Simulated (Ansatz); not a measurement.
# Ligand exchange: C2H2BrF + BH2I → C2H2FI + BH2Br

Species: C2H2BrF `C=C(F)Br`, singlet; BH2I `BI`, singlet; C2H2FI `C=C(F)I`, singlet; BH2Br `BBr`, singlet. The partners trade Br for I: C–Br and B–I bonds give way to C–I and B–Br.

Shapes, held fixed at every level: PBE0-D4/def2-TZVP. Programs: Ansatz 0.2.0. Electronic energies: no zero-point or thermal term.

```csv
level,kind,ΔE (kJ/mol),less CCSD(T)/def2-TZVPP
PBE-D4/def2-TZVPP,GGA,-16.8,+1.6
B3LYP-D4/def2-TZVPP,global hybrid,-20.0,-1.6
BHLYP-D4/def2-TZVPP,global hybrid,-19.9,-1.5
B2PLYP/def2-TZVPP,double hybrid,-19.1,-0.7
MP2/def2-SVP,perturbation theory,-18.7,-0.3
CCSD/def2-TZVPP,coupled cluster or CI,-18.5,-0.1
CCSD(T)/def2-TZVPP,coupled cluster or CI,-18.4,0.0
```

The highest level, CCSD(T)/def2-TZVPP, gives ΔE = -18.4 kJ/mol; the levels span -20.0 to -16.8. The column of differences is taken from that level and isn't an error. No measured value is set beside it here. For atoms past krypton def2 sets carry core potentials with scalar relativity. Relativity is left out for Br. Outer-core shells of Br, I are correlated in most correlated rows, in sets that cover them unevenly.
